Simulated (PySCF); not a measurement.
3-chlorothiophenol, C6H5ClS.
Bonds: S1–C2, C2–C3 (aromatic), C3–C4 (aromatic), C4–C5 (aromatic), C5–C6 (aromatic), C6–Cl7, C6–C8 (aromatic), C2–C8 (aromatic). Hydrogens: H9 on S1; H10 on C3; H11 on C4; H12 on C5; H13 on C8.

The geometry is computed with GFN2-xTB (gas phase).

(1) List the bond lengths, angles and torsions at this level.

Answers

(1) 
```json
{"bond": "S1–C2", "length (Å)": "1.765"}
{"bond": "C2–C3", "length (Å)": "1.391"}
{"bond": "C3–C4", "length (Å)": "1.381"}
{"bond": "C4–C5", "length (Å)": "1.385"}
{"bond": "C5–C6", "length (Å)": "1.385"}
{"bond": "C6–Cl7", "length (Å)": "1.729"}
{"bond": "C6–C8", "length (Å)": "1.385"}
{"bond": "C2–C8", "length (Å)": "1.388"}
{"bond": "S1–H9", "length (Å)": "1.332"}
{"bond": "C3–H10", "length (Å)": "1.079"}
{"bond": "C4–H11", "length (Å)": "1.079"}
{"bond": "C5–H12", "length (Å)": "1.078"}
{"bond": "C8–H13", "length (Å)": "1.079"}
```

A selection of angles:
```json
{"angle": "C2–S1–H9", "degrees": "96.3"}
{"angle": "S1–C2–C3", "degrees": "118.4"}
{"angle": "S1–C2–C8", "degrees": "121.3"}
{"angle": "C3–C2–C8", "degrees": "120.3"}
{"angle": "C2–C3–C4", "degrees": "119.7"}
{"angle": "C2–C3–H10", "degrees": "119.6"}
{"angle": "C4–C3–H10", "degrees": "120.8"}
{"angle": "C3–C4–C5", "degrees": "120.8"}
{"angle": "C3–C4–H11", "degrees": "119.7"}
{"angle": "C5–C4–H11", "degrees": "119.5"}
{"angle": "C4–C5–C6", "degrees": "118.9"}
{"angle": "C4–C5–H12", "degrees": "120.9"}
{"angle": "C6–C5–H12", "degrees": "120.2"}
{"angle": "C5–C6–Cl7", "degrees": "119.7"}
{"angle": "C5–C6–C8", "degrees": "121.3"}
{"angle": "Cl7–C6–C8", "degrees": "119.0"}
{"angle": "C6–C8–H13", "degrees": "119.9"}
{"angle": "C2–C8–C6", "degrees": "119.0"}
{"angle": "C2–C8–H13", "degrees": "121.1"}
```

Dihedral angles: H9–S1–C2–C3 180° (antiperiplanar).

The 8 heavy atoms lie in one plane (0.002 Å rms). Of the pairs four or more bonds apart, H9···H13 is among the closest relative to their van der Waals radii: 2.28 Å, 95 % of the sum of Bondi's values. The 6-membered ring C2–C3–C4–C5–C6–C8 has internal angles of 118.9° to 121.3° (sum 720°, against 720° for a flat polygon); it is planar, 0.00 Å rms from its mean plane, widest ring torsion 0°.

Point group: Cs (tolerance 0.08 Å). Not checked by GFN2-xTB frequencies. The numbers are those of one conformer (H–S1–C2–C3 180°).
